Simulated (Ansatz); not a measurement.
Diatomic IrN, multiplicity 5 (an upper state: multiplicity 1 came lower at CCSD(T)/def2-TZVPP on PBE0 minima). No spin–orbit coupling. The T1 diagnostic near the minimum is 0.054, so single-reference values are doubtful.

Constants: fifth-degree fit in 1/R to seven points, most abundant isotopes. Runs in def2 and cc sets follow the lowest solution found near the PBE0 minimum.

Correlated levels freeze the inner cores; with def2 sets outer-core shells near the valence are correlated too.

Codes used: Ansatz (Gaussian basis) for Hartree–Fock, density functionals and correlated methods.  In def2 rows elements past Kr take small-core potentials, without spin–orbit coupling.

Problem. What bond length and harmonic frequency does PBE/def2-TZVPP give?

Solution. r_e = 1.741 Å, ω_e = 861 cm⁻¹.

Problem. What bond length and harmonic frequency does wB97X-V/def2-TZVPP give?

Solution. r_e = 1.729 Å, ω_e = 849 cm⁻¹.

Problem. What bond length and harmonic frequency does CCSD(T)/def2-TZVPP give?

Solution. r_e = 1.742 Å, ω_e = 851 cm⁻¹.

Doubts at one or more of the structures used: T1 above 0.05 (CCSD(T)/def2-TZVPP).

Ansatz is an electronic-structure program.
